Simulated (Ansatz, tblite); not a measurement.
Forces on Cs3I4 at its PBE0-D4/def2-SVP geometry. Total charge 0; doublet.

In the def2 sets Cs, I take a core potential; there is no spin–orbit coupling. The xTB rows come from tblite. In the doublet, I5 and I6 lie 3.27 Å apart (atoms count from 1), so these atoms are partly bonded to each other. Another isomer (doublet) lies 0.12 eV lower at PBE0-D4/def2-TZVP; other spin states weren't run for this one.

GFN1-xTB (tblite), largest force 0.24 eV/Å:

```xyz
7
positions Å, forces eV/Å
Cs   -1.762    2.088    2.504    0.112   -0.036   -0.146
Cs    0.312   -2.593    0.812   -0.009    0.236   -0.062
Cs    1.592    0.682   -3.272   -0.072    0.040    0.170
I    -2.094   -1.360    3.272   -0.035   -0.100    0.053
I    -0.925    2.682   -1.187    0.155   -0.095    0.113
I     1.481    1.311    0.543   -0.159    0.072   -0.110
I     1.397   -2.810   -2.672    0.007   -0.117   -0.017
```

GFN2-xTB (tblite), largest force 0.56 eV/Å:

```
Cs 0.010 -0.033 -0.015
Cs -0.040 -0.066 -0.008
Cs -0.011 -0.024 0.027
I 0.143 0.115 -0.171
I -0.411 0.136 -0.272
I 0.359 -0.322 0.287
I -0.049 0.194 0.151
```

PBE-D4/def2-TZVP (Ansatz), largest force 0.07 eV/Å:

```
Cs 0.009 -0.065 -0.009
Cs -0.002 0.023 -0.006
Cs -0.014 -0.054 0.034
I 0.010 0.049 -0.017
I -0.017 0.009 -0.012
I 0.014 -0.016 0.012
I 0.000 0.053 -0.002
```
